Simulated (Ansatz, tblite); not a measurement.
Removing and adding an electron: MoO₂F₂. The state is a singlet with charge 0. Geometry: PBE-D4/def2-SVP. Ansatz, gas phase; energy differences of separate SCF runs; the oxidised species was run as a doublet alone; the reduced species was run as a doublet alone.

```xyz
5

Mo    0.002    0.002   -0.007
O     1.441    0.746   -0.477
O    -0.879   -0.265   -1.420
F    -0.946    1.139    1.106
F     0.382   -1.622    0.799
```

In the def2 sets Mo takes a core potential; there is no spin–orbit coupling. The xTB rows come from tblite.

**Question.** Estimate orbital energies and vertical ionisation energies and electron affinities at: GFN1-xTB; GFN2-xTB; PBE-D4/def2-TZVP; PBE-D4/def2-TZVPD; r2SCAN-D4/def2-TZVP; r2SCAN-D4/def2-TZVPD; PBE0-D4/def2-TZVP; PBE0-D4/def2-TZVPD.

**Answer.** 
| level | −HOMO (eV) | vertical IE (eV) | −LUMO (eV) | vertical EA (eV) | HOMO–LUMO gap (eV) | IE − EA (eV) | remarks |
| --- | --- | --- | --- | --- | --- | --- | --- |
| GFN1-xTB | 14.14 | 18.00 | 9.22 | 5.80 | 4.92 | 12.20 | – |
| GFN2-xTB | 13.62 | 17.58 | 10.14 | 6.37 | 3.48 | 11.21 | – |
| PBE-D4/def2-TZVP | 8.40 | 12.08 | 4.20 | – | 4.21 | – | – |
| PBE-D4/def2-TZVPD | 8.41 | – | 4.21 | 0.77 | 4.20 | – | HOMO above zero (-1 doublet) |
| r2SCAN-D4/def2-TZVP | 8.81 | 12.15 | 4.24 | – | 4.58 | – | – |
| r2SCAN-D4/def2-TZVPD | 8.79 | – | 4.21 | 0.91 | 4.58 | – | HOMO above zero (-1 doublet) |
| PBE0-D4/def2-TZVP | 10.11 | 12.27 | 3.54 | – | 6.56 | – | spin-contaminated (⟨S²⟩ 0.83) (+1 doublet) |
| PBE0-D4/def2-TZVPD | 10.09 | – | 3.53 | 1.30 | 6.56 | – | HOMO above zero (-1 doublet) |

   A HOMO above zero means that the electron is unbound at that level or that self-interaction error raises the level; the energy of removing that electron tells which. Raw xTB energy differences between charge states are shifted by several eV; the methods need an empirical correction for them.
